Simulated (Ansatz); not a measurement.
`C[Se][GaH][Cl]` + HBr → `[Cl][GaH][Br]` + `C[SeH]` at 400 K and 1 bar (ligand exchange at a Ga–Se bond).

Isolated molecules relaxed with PBE0-D4/def2-TZVP in Ansatz; ΔE leaves out vibrations. CCSD(T)/CBS is the MP2 limit (def2-TZVPP, def2-QZVPP) plus CCSD(T) − MP2 in def2-TZVPP, frozen cores. For Br, Ga, Se outer-core shells are correlated without core-valence functions, which leaves a few kJ/mol of doubt a bond. Scalar relativity is left out up to krypton. Each species was taken in one conformer, which may not be the lowest.

```
         species  CCSD(T)/CBS energy (Eh)  H − E (kJ/mol)  S (J/(mol·K))
`C[Se][GaH][Cl]`              -4824.97287           153.8          404.7
             HBr              -2573.91920            27.6          207.2
 `[Cl][GaH][Br]`              -4957.74201            45.1          337.0
        `C[SeH]`              -2441.15625           135.4          284.5
```

H − E and S are ideal-gas, rigid-rotor, harmonic terms from PBE0-D4/def2-TZVP, for one conformer and one mirror image of each species. 1 Eh = 2625.50 kJ/mol, R = 8.31446 J/(mol·K).

Task: By hand: ΔE, ΔH, ΔS and ΔG.

Result: ΔE = (-4957.74201) + (-2441.15625) − (-4824.97287) − (-2573.91920) = -0.00619 Eh = -16.3 kJ/mol. Δ(H − E) = 45.1 + 135.4 − 153.8 − 27.6 = -0.9, so ΔH = -17.2 kJ/mol. ΔS = 337.0 + 284.5 − 404.7 − 207.2 = 9.6 J/(mol·K). ΔG = -17.2 − 400 × (9.6)/1000 = -21.0 kJ/mol.

Task: By hand: the equilibrium constant, and the temperature at which ΔG would vanish if ΔH and ΔS stayed fixed.

Result: log₁₀ K = −ΔG/(RT ln 10) = 2.7. ΔH and −TΔS have one sign here, so there is no such temperature.

The number of gas molecules stays the same, so ΔS is small and ΔH decides. A doubt of 5 kJ/mol in ΔE shifts log₁₀ K by 0.7 here. Other conformers and mirror images would add mixing entropy, several J/(mol·K) or more a flexible species. Modes under 60 cm⁻¹, often nearly free rotors, make the harmonic entropy too high. These are equilibria of isolated gas molecules and say nothing of rates. Largest T1 diagnostic: 0.011 (customary marks: 0.02 for closed shells, 0.045 for open ones).

ΔS is within the doubt of such terms, so its sign, and with it that verdict, could turn.
